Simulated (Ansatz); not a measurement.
Stretching the Ga1–Cl4 bond in ClGaH2 (SMILES [Cl][GaH2]) (multiplicity 1 held, fragments rigid). Energies count from the point at 2.166 Å.
Geometry at that point (charge 0, multiplicity 1):
```xyz
4

Ga    -0.003    -0.232    -0.671
H     -1.409    -0.312    -1.335
H      1.398    -0.582    -1.253
Cl     0.006     0.475     1.376
```

Signs of static correlation in def2-TZVPP, from Ansatz (a program for electronic structure) runs.

```json
[
 {"R (Å)": "1.733", "T1 of restricted CCSD": "0.007", "⟨S²⟩ of UHF": "0.000", "largest double amplitude of restricted CCSD": "0.035"},
 {"R (Å)": "1.949", "T1 of restricted CCSD": "0.008", "⟨S²⟩ of UHF": "0.000", "largest double amplitude of restricted CCSD": "0.037"},
 {"R (Å)": "2.166", "T1 of restricted CCSD": "0.009", "⟨S²⟩ of UHF": "0.000", "largest double amplitude of restricted CCSD": "0.035"},
 {"R (Å)": "2.383", "T1 of restricted CCSD": "0.010", "⟨S²⟩ of UHF": "0.000", "largest double amplitude of restricted CCSD": "0.038"},
 {"R (Å)": "2.599", "T1 of restricted CCSD": "0.011", "⟨S²⟩ of UHF": "0.000", "largest double amplitude of restricted CCSD": "0.054"},
 {"R (Å)": "2.924", "T1 of restricted CCSD": "0.015", "⟨S²⟩ of UHF": "0.000", "largest double amplitude of restricted CCSD": "0.078"},
 {"R (Å)": "3.249", "T1 of restricted CCSD": "0.021", "⟨S²⟩ of UHF": "0.000", "largest double amplitude of restricted CCSD": "…"},
 {"R (Å)": "3.791", "T1 of restricted CCSD": "0.039", "⟨S²⟩ of UHF": "0.821", "largest double amplitude of restricted CCSD": "0.140"},
 {"R (Å)": "4.332", "T1 of restricted CCSD": "…", "⟨S²⟩ of UHF": "0.972", "largest double amplitude of restricted CCSD": "0.221"},
 {"R (Å)": "4.982", "T1 of restricted CCSD": "0.145", "⟨S²⟩ of UHF": "1.007", "largest double amplitude of restricted CCSD": "0.481"},
 {"R (Å)": "5.848", "T1 of restricted CCSD": "0.249", "⟨S²⟩ of UHF": "1.013", "largest double amplitude of restricted CCSD": "1.088"},
 {"R (Å)": "6.931", "T1 of restricted CCSD": "0.290", "⟨S²⟩ of UHF": "1.014", "largest double amplitude of restricted CCSD": "1.479"}
]
```

### Question
Some entries are withheld; supply them.

### Answer

- 3.249, largest double amplitude of restricted CCSD: 0.099
- 4.332, T1 of restricted CCSD: 0.072

Doubts at one or more of the structures used: a restricted determinant that unrestricted orbitals would lower (R-CCSD(T)/def2-TZVPP); T1 above 0.05 (R-CCSD(T)/def2-TZVPP, U-CCSD(T)/def2-TZVPP); other coupled-cluster roots lie near (R-CCSD(T)/def2-TZVPP); a spin-contaminated determinant (U-CCSD(T)/def2-TZVPP); the program's own flag: other amplitudes (U-CCSD(T)/def2-TZVPP).
